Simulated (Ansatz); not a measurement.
Ansatz (a first-principles code) input (HF/3-21G): The .json file is the Basis Set Exchange's 3-21G.

Ansatz 0.2 input:
```yaml
crystal:
  periodic: [false, false, false]
  atoms:
    - {symbol: C, position_ang: [1.57555807, -0.91952376, -0.67821407]}
    - {symbol: Ge, position_ang: [0.00381624, 0.00428608, 0.02195752]}
    - {symbol: C, position_ang: [-1.58978897, -1.11915716, -0.08910552]}
    - {symbol: C, position_ang: [-0.27073502, 1.71863094, -0.87229110]}
    - {symbol: F, position_ang: [0.29204633, 0.32800212, 1.68034937]}
    - {symbol: H, position_ang: [1.44060398, -1.14757511, -1.73182532]}
    - {symbol: H, position_ang: [1.75046021, -1.85399604, -0.15580205]}
    - {symbol: H, position_ang: [2.46796327, -0.31037331, -0.58181803]}
    - {symbol: H, position_ang: [-2.45526844, -0.62087370, 0.33445367]}
    - {symbol: H, position_ang: [-1.45097218, -2.05590529, 0.44002241]}
    - {symbol: H, position_ang: [-1.81477177, -1.35288648, -1.12596136]}
    - {symbol: H, position_ang: [-1.12117712, 2.24926553, -0.45766033]}
    - {symbol: H, position_ang: [-0.45820133, 1.56561391, -1.93142229]}
    - {symbol: H, position_ang: [0.60062221, 2.35785668, -0.77810756]}
basis:
  gaussian:
    orbitals: 3-21G.json
hamiltonian:
  xc: {name: HF}
phonons: {temperatures: {t_min: 298.15, t_max: 298.15, t_step: 100}}
```

Output:

```
Functional definition: HF
integrals: 0.03 GiB planned
925 factors; integrals over basis functions are off by at most 5.5e-4 eV
mean field: 0.27 GiB planned
mean field evaluation 1: about -62109.1504 eV, gradient 3.5e1 eV
mean field evaluation 2: about -62109.3062 eV, gradient 3.5e1 eV
mean field evaluation 4: about -62111.9093 eV, gradient 2.6e0 eV
mean field evaluation 8: about -62111.9343 eV, gradient 1.1e-4 eV
mean field -62111.93425472 eV, -2282.5714828796 hartree, gradient 5.7e-5 eV, S^2 0.000000; 0 other end points of the search recorded, 0 dependent functions left out
the calculation of the forces begins
reference -62111.93425472 eV, -2282.5714828796 hartree; 34, 34 occupied and 43, 43 virtual orbitals, 925 factors
these checks for a lower state are left out or cut short: stability, starts, cluster_reference, orbital_swaps, neighbouring_geometries, increment
integrals: 0.03 GiB planned
925 factors; integrals over basis functions are off by at most 5.5e-4 eV
mean field: 0.27 GiB planned
mean field evaluation 16: about -62111.9341 eV, gradient 8.9e-4 eV
mean field -62111.93411911 eV, -2282.5714778961 hartree, gradient 3.1e-6 eV, S^2 0.000000; 0 other end points of the search recorded, 0 dependent functions left out
the calculation of the forces begins
reference -62111.93411911 eV, -2282.5714778961 hartree; 34, 34 occupied and 43, 43 virtual orbitals, 925 factors
these checks for a lower state are left out or cut short: stability, starts, cluster_reference, orbital_swaps, neighbouring_geometries, increment
integrals: 0.03 GiB planned
925 factors; integrals over basis functions are off by at most 5.5e-4 eV
mean field: 0.27 GiB planned
mean field evaluation 32: about -62111.9341 eV, gradient 3.1e-6 eV
mean field -62111.93410808 eV, -2282.5714774909 hartree, gradient 3.1e-6 eV, S^2 0.000000; 0 other end points of the search recorded, 0 dependent functions left out
the calculation of the forces begins
reference -62111.93410808 eV, -2282.5714774909 hartree; 34, 34 occupied and 43, 43 virtual orbitals, 925 factors
these checks for a lower state are left out or cut short: stability, starts, cluster_reference, orbital_swaps, neighbouring_geometries, increment
integrals: 0.03 GiB planned
925 factors; integrals over basis functions are off by at most 5.5e-4 eV
mean field: 0.27 GiB planned
mean field -62111.93408423 eV, -2282.5714766144 hartree, gradient 3.1e-6 eV, S^2 0.000000; 0 other end points of the search recorded, 0 dependent functions left out
the calculation of the forces begins
reference -62111.93408423 eV, -2282.5714766144 hartree; 34, 34 occupied and 43, 43 virtual orbitals, 925 factors
these checks for a lower state are left out or cut short: stability, starts, cluster_reference, orbital_swaps, neighbouring_geometries, increment
integrals: 0.03 GiB planned
925 factors; integrals over basis functions are off by at most 5.5e-4 eV
mean field: 0.27 GiB planned
mean field -62111.93408473 eV, -2282.5714766326 hartree, gradient 3.1e-6 eV, S^2 0.000000; 0 other end points of the search recorded, 0 dependent functions left out
the calculation of the forces begins
reference -62111.93408473 eV, -2282.5714766326 hartree; 34, 34 occupied and 43, 43 virtual orbitals, 925 factors
these checks for a lower state are left out or cut short: stability, starts, cluster_reference, orbital_swaps, neighbouring_geometries, increment
integrals: 0.03 GiB planned
925 factors; integrals over basis functions are off by at most 5.5e-4 eV
mean field: 0.27 GiB planned
mean field -62111.93413755 eV, -2282.5714785741 hartree, gradient 3.1e-6 eV, S^2 0.000000; 0 other end points of the search recorded, 0 dependent functions left out
the calculation of the forces begins
reference -62111.93413755 eV, -2282.5714785741 hartree; 34, 34 occupied and 43, 43 virtual orbitals, 925 factors
these checks for a lower state are left out or cut short: stability, starts, cluster_reference, orbital_swaps, neighbouring_geometries, increment
integrals: 0.03 GiB planned
925 factors; integrals over basis functions are off by at most 5.5e-4 eV
mean field: 0.27 GiB planned
mean field evaluation 64: about -62111.9341 eV, gradient 8.9e-4 eV
mean field -62111.93413776 eV, -2282.5714785816 hartree, gradient 3.1e-6 eV, S^2 0.000000; 0 other end points of the search recorded, 0 dependent functions left out
the calculation of the forces begins
reference -62111.93413776 eV, -2282.5714785816 hartree; 34, 34 occupied and 43, 43 virtual orbitals, 925 factors
these checks for a lower state are left out or cut short: stability, starts, cluster_reference, orbital_swaps, neighbouring_geometries, increment
integrals: 0.03 GiB planned
925 factors; integrals over basis functions are off by at most 5.5e-4 eV
mean field: 0.27 GiB planned
[...]
mean field -62111.93423749 eV, -2282.5714822467 hartree, gradient 3.1e-6 eV, S^2 0.000000; 0 other end points of the search recorded, 0 dependent functions left out
the calculation of the forces begins
reference -62111.93423749 eV, -2282.5714822467 hartree; 34, 34 occupied and 43, 43 virtual orbitals, 925 factors
these checks for a lower state are left out or cut short: stability, starts, cluster_reference, orbital_swaps, neighbouring_geometries, increment
integrals: 0.03 GiB planned
925 factors; integrals over basis functions are off by at most 5.5e-4 eV
mean field: 0.27 GiB planned
mean field -62111.93423770 eV, -2282.5714822543 hartree, gradient 3.1e-6 eV, S^2 0.000000; 0 other end points of the search recorded, 0 dependent functions left out
the calculation of the forces begins
reference -62111.93423770 eV, -2282.5714822543 hartree; 34, 34 occupied and 43, 43 virtual orbitals, 925 factors
these checks for a lower state are left out or cut short: stability, starts, cluster_reference, orbital_swaps, neighbouring_geometries, increment
integrals: 0.03 GiB planned
925 factors; integrals over basis functions are off by at most 5.5e-4 eV
mean field: 0.27 GiB planned
mean field evaluation 352: about -62111.9342 eV, gradient 1.8e-6 eV
mean field -62111.93416799 eV, -2282.5714796925 hartree, gradient 3.1e-6 eV, S^2 0.000000; 0 other end points of the search recorded, 0 dependent functions left out
the calculation of the forces begins
reference -62111.93416799 eV, -2282.5714796925 hartree; 34, 34 occupied and 43, 43 virtual orbitals, 925 factors
these checks for a lower state are left out or cut short: stability, starts, cluster_reference, orbital_swaps, neighbouring_geometries, increment
integrals: 0.03 GiB planned
925 factors; integrals over basis functions are off by at most 5.5e-4 eV
mean field: 0.27 GiB planned
mean field -62111.93416510 eV, -2282.5714795862 hartree, gradient 3.1e-6 eV, S^2 0.000000; 0 other end points of the search recorded, 0 dependent functions left out
the calculation of the forces begins
reference -62111.93416510 eV, -2282.5714795862 hartree; 34, 34 occupied and 43, 43 virtual orbitals, 925 factors
these checks for a lower state are left out or cut short: stability, starts, cluster_reference, orbital_swaps, neighbouring_geometries, increment
integrals: 0.03 GiB planned
925 factors; integrals over basis functions are off by at most 5.5e-4 eV
mean field: 0.27 GiB planned
mean field -62111.93421454 eV, -2282.5714814031 hartree, gradient 3.1e-6 eV, S^2 0.000000; 0 other end points of the search recorded, 0 dependent functions left out
the calculation of the forces begins
reference -62111.93421454 eV, -2282.5714814031 hartree; 34, 34 occupied and 43, 43 virtual orbitals, 925 factors
these checks for a lower state are left out or cut short: stability, starts, cluster_reference, orbital_swaps, neighbouring_geometries, increment
integrals: 0.03 GiB planned
925 factors; integrals over basis functions are off by at most 5.5e-4 eV
mean field: 0.27 GiB planned
mean field -62111.93421564 eV, -2282.5714814435 hartree, gradient 3.1e-6 eV, S^2 0.000000; 0 other end points of the search recorded, 0 dependent functions left out
the calculation of the forces begins
reference -62111.93421564 eV, -2282.5714814435 hartree; 34, 34 occupied and 43, 43 virtual orbitals, 925 factors
these checks for a lower state are left out or cut short: stability, starts, cluster_reference, orbital_swaps, neighbouring_geometries, increment
integrals: 0.03 GiB planned
925 factors; integrals over basis functions are off by at most 5.5e-4 eV
mean field: 0.27 GiB planned
mean field evaluation 384: about -62111.9342 eV, gradient 8.9e-4 eV
mean field -62111.93423690 eV, -2282.5714822251 hartree, gradient 3.1e-6 eV, S^2 0.000000; 0 other end points of the search recorded, 0 dependent functions left out
the calculation of the forces begins
reference -62111.93423690 eV, -2282.5714822251 hartree; 34, 34 occupied and 43, 43 virtual orbitals, 925 factors
these checks for a lower state are left out or cut short: stability, starts, cluster_reference, orbital_swaps, neighbouring_geometries, increment
integrals: 0.03 GiB planned
925 factors; integrals over basis functions are off by at most 5.5e-4 eV
mean field: 0.27 GiB planned
mean field -62111.93423396 eV, -2282.5714821168 hartree, gradient 3.1e-6 eV, S^2 0.000000; 0 other end points of the search recorded, 0 dependent functions left out
the calculation of the forces begins
reference -62111.93423396 eV, -2282.5714821168 hartree; 34, 34 occupied and 43, 43 virtual orbitals, 925 factors
these checks for a lower state are left out or cut short: stability, starts, cluster_reference, orbital_swaps, neighbouring_geometries, increment
integrals: 0.03 GiB planned
925 factors; integrals over basis functions are off by at most 5.5e-4 eV
mean field: 0.27 GiB planned
mean field -62111.93423568 eV, -2282.5714821802 hartree, gradient 3.1e-6 eV, S^2 0.000000; 0 other end points of the search recorded, 0 dependent functions left out
the calculation of the forces begins
reference -62111.93423568 eV, -2282.5714821802 hartree; 34, 34 occupied and 43, 43 virtual orbitals, 925 factors
these checks for a lower state are left out or cut short: stability, starts, cluster_reference, orbital_swaps, neighbouring_geometries, increment
integrals: 0.03 GiB planned
925 factors; integrals over basis functions are off by at most 5.5e-4 eV
mean field: 0.27 GiB planned
mean field evaluation 416: about -62111.9342 eV, gradient 3.1e-6 eV
mean field -62111.93423357 eV, -2282.5714821025 hartree, gradient 3.1e-6 eV, S^2 0.000000; 0 other end points of the search recorded, 0 dependent functions left out
the calculation of the forces begins
reference -62111.93423357 eV, -2282.5714821025 hartree; 34, 34 occupied and 43, 43 virtual orbitals, 925 factors
these checks for a lower state are left out or cut short: stability, starts, cluster_reference, orbital_swaps, neighbouring_geometries, increment
integrals: 0.03 GiB planned
925 factors; integrals over basis functions are off by at most 5.5e-4 eV
mean field: 0.27 GiB planned
mean field -62111.93415067 eV, -2282.5714790561 hartree, gradient 3.1e-6 eV, S^2 0.000000; 0 other end points of the search recorded, 0 dependent functions left out
the calculation of the forces begins
reference -62111.93415067 eV, -2282.5714790561 hartree; 34, 34 occupied and 43, 43 virtual orbitals, 925 factors
these checks for a lower state are left out or cut short: stability, starts, cluster_reference, orbital_swaps, neighbouring_geometries, increment
integrals: 0.03 GiB planned
925 factors; integrals over basis functions are off by at most 5.5e-4 eV
mean field: 0.27 GiB planned
mean field -62111.93415120 eV, -2282.5714790753 hartree, gradient 3.1e-6 eV, S^2 0.000000; 0 other end points of the search recorded, 0 dependent functions left out
the calculation of the forces begins
reference -62111.93415120 eV, -2282.5714790753 hartree; 34, 34 occupied and 43, 43 virtual orbitals, 925 factors
Total energy: -62111.93425472 eV, -2282.5714828796 hartree
Atom 0 at     1.575558    -0.919524    -0.678214 Å, force     0.001929    -0.000919    -0.000080 eV/Å
Atom 1 at     0.003816     0.004286     0.021958 Å, force     0.000025     0.000028     0.000143 eV/Å
Atom 2 at    -1.589789    -1.119157    -0.089106 Å, force    -0.001703    -0.001148     0.000596 eV/Å
Atom 3 at    -0.270735     1.718631    -0.872291 Å, force    -0.000189     0.002108    -0.000303 eV/Å
Atom 4 at     0.292046     0.328002     1.680349 Å, force    -0.000103    -0.000116    -0.000592 eV/Å
Atom 5 at     1.440604    -1.147575    -1.731825 Å, force    -0.000555     0.000339     0.000292 eV/Å
Atom 6 at     1.750460    -1.853996    -0.155802 Å, force    -0.000135     0.000699    -0.000202 eV/Å
Atom 7 at     2.467963    -0.310373    -0.581818 Å, force    -0.000633    -0.000372     0.000094 eV/Å
Atom 8 at    -2.455268    -0.620874     0.334454 Å, force     0.000664    -0.000290    -0.000148 eV/Å
Atom 9 at    -1.450972    -2.055905     0.440022 Å, force    -0.000032     0.000705    -0.000221 eV/Å
Atom 10 at    -1.814772    -1.352886    -1.125961 Å, force     0.000578     0.000410     0.000081 eV/Å
Atom 11 at    -1.121177     2.249266    -0.457660 Å, force     0.000621    -0.000382    -0.000122 eV/Å
Atom 12 at    -0.458201     1.565614    -1.931422 Å, force     0.000105    -0.000606     0.000362 eV/Å
Atom 13 at     0.600622     2.357857    -0.778108 Å, force    -0.000573    -0.000458     0.000100 eV/Å
Dipole moment:    -0.087774    -0.098581    -0.505027 e Å
Vibrations: 120.72 135.07 135.16 164.92 164.93 222.53 252.94 252.95 629.53 674.50 674.50 800.93 807.52 861.22 861.22 943.58 943.58 958.66 1473.25 1473.25 1486.35 1616.55 1624.12 1624.12 1626.78 1626.78 1638.13 3186.97 3186.98 3189.18 3251.75 3251.76 3254.35 3264.00 3265.41 3265.42 cm⁻¹, zero-point energy 3.279977 eV
```

The blocks after the first are displaced geometries, from whose forces the wavenumbers follow.
